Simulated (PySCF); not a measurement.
Ga(Me)2(SeH), SMILES [CH3][Ga]([CH3])[SeH], PBE0/def2-SVP optimised geometry.

```
11

Ga     0.00     0.20     0.00
C      1.96     0.20     0.00
H      2.38     1.22    -0.01
H      2.34    -0.34    -0.88
H      2.34    -0.33     0.89
C     -1.18    -1.38     0.00
H     -1.86    -1.35    -0.86
H     -1.80    -1.38     0.91
H     -0.61    -2.32    -0.03
Se    -1.01     2.32     0.00
H     -2.38     1.78     0.00
```

Density from PySCF with PBE0/def2-TZVP at that geometry.

Minimum of the electron density along straight lines between bonded atoms, close to the bond critical point (lines longer than 1.1 times the sum of covalent radii, or with two minima, are not listed):

```csv
bond,length / Å,ρ at the minimum / e bohr⁻³,∇²ρ there / e bohr⁻⁵,position (fraction from the first atom)
Ga1–C2,1.966,0.115,0.19,0.48
C2–H3,1.099,0.268,-0.88,0.64
C2–H4,1.102,0.265,-0.86,0.64
C2–H5,1.102,0.265,-0.86,0.64
Ga1–C6,1.968,0.114,0.19,0.48
C6–H7,1.101,0.266,-0.87,0.64
C6–H8,1.102,0.265,-0.86,0.64
C6–H9,1.100,0.267,-0.88,0.64
Ga1–Se10,2.343,0.083,0.10,0.43
Se10–H11,1.471,0.173,-0.30,0.63
```
